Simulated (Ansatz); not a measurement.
Mulliken charges of `BOC=C=[Se]` from r2SCAN/def2-TZVPP in Ansatz (PBE0-D4/def2-TZVP geometry).

```json
{"atom": "B1", "x (Å)": "1.090", "y (Å)": "0.055", "z (Å)": "1.024", "charge (e)": "0.121"}
{"atom": "O2", "x (Å)": "0.291", "y (Å)": "-0.904", "z (Å)": "0.499", "charge (e)": "-0.252"}
{"atom": "C3", "x (Å)": "-0.767", "y (Å)": "-0.652", "z (Å)": "-0.334", "charge (e)": "0.034"}
{"atom": "C4", "x (Å)": "-0.848", "y (Å)": "0.348", "z (Å)": "-1.178", "charge (e)": "-0.048"}
{"atom": "Se5", "x (Å)": "-0.970", "y (Å)": "1.613", "z (Å)": "-2.295", "charge (e)": "0.047"}
{"atom": "H6", "x (Å)": "0.860", "y (Å)": "1.212", "z (Å)": "0.823", "charge (e)": "-0.009"}
{"atom": "H7", "x (Å)": "2.000", "y (Å)": "-0.341", "z (Å)": "1.686", "charge (e)": "-0.007"}
{"atom": "H8", "x (Å)": "-1.562", "y (Å)": "-1.388", "z (Å)": "-0.281", "charge (e)": "0.114"}
```

By hand: the dipole of these point charges (1 e Å = 4.8032 D).

Σ q r = (-0.172, 0.105, -0.116) e Å, of length 0.233 e Å = 1.12 D.

How does the dipole of the full density compare? (An estimate is asked.)

Computed: (-0.158, -0.025, -0.043) e Å, 0.80 D; the point charges give 1.40 times that, at 40° from its direction.

Point charges leave out the atoms' own dipoles, such as those of lone pairs, and Mulliken's split depends on the basis, so the two needn't agree.
